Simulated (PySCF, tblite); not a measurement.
C₈H₉P.
Bonds: C1–P2 (double), P2–C3, C3–C4 (aromatic), C4–C5 (aromatic), C5–C6 (aromatic), C6–C7 (aromatic), C7–C8 (aromatic), C8–C9, C3–C8 (aromatic). Hydrogens: H10, H11 on C1; H12 on C4; H13 on C5; H14 on C6; H15 on C7; H16, H17, H18 on C9.

The geometry is computed with GFN2-xTB (gas phase).

Question: List the bond lengths, angles and torsions at this level.

Answer: 
```tsv
bond	length (Å)
C1=P2	1.665
P2–C3	1.835
C3–C4	1.391
C4–C5	1.382
C5–C6	1.384
C6–C7	1.384
C7–C8	1.388
C8–C9	1.498
C3–C8	1.398
C1–H10	1.077
C1–H11	1.078
C4–H12	1.082
C5–H13	1.080
C6–H14	1.080
C7–H15	1.081
C9–H16, C9–H17, C9–H18	1.089
```

Bonds in one row agree within 0.01 Å and their mean is given. A selection of angles:
```tsv
angle	degrees
P2–C1–H10	119.4
P2–C1–H11	124.2
H10–C1–H11	116.5
C1–P2–C3	100.9
P2–C3–C4	119.8
P2–C3–C8	120.4
C4–C3–C8	119.8
C3–C4–C5	120.7
C3–C4–H12	119.4
C5–C4–H12	119.9
C4–C5–C6	119.7
C4–C5–H13	120.0
C6–C5–H13	120.3
C5–C6–C7	119.9
C5–C6–H14	120.2
C7–C6–H14	119.9
C6–C7–C8	121.2
C6–C7–H15	119.7
C8–C7–H15	119.2
C7–C8–C9	120.5
C3–C8–C7	118.8
C3–C8–C9	120.6
C8–C9–H16	110.9
C8–C9–H18	110.0
H16–C9–H17	109.1
H16–C9–H18	108.3
```

Dihedral angles: C1–P2–C3–C4 -49° (synclinal). The mirror-image conformer, all signs reversed, is as good.

The 6-membered ring C3–C4–C5–C6–C7–C8 has internal angles of 118.8° to 121.2°; it is planar, 0.00 Å rms from its mean plane, widest ring torsion 2°. The C–C distances run from 1.382 Å (C4–C5, aromatic) to 1.498 Å (C8–C9, drawn single), a spread of 0.116 Å. Of the pairs four or more bonds apart, P2···H17 is among the closest relative to their van der Waals radii: 2.71 Å, 90 % of the sum of Bondi's values. The 2 C–P bonds span 1.665 Å (C1=P2, drawn double) to 1.835 Å (P2–C3, drawn single), a spread of 0.170 Å. P2 (phosphorus bonded to 2 C) is bent (angle 100.9°).

Point group: C1 (no symmetry element, even within 0.4 Å). Its GFN2-xTB frequencies are all real (lowest 60 cm⁻¹). The numbers are those of one conformer. 2 starts were optimised and ended at 0.00 and 1.76 kcal/mol (GFN2-xTB); the lowest of these is shown.
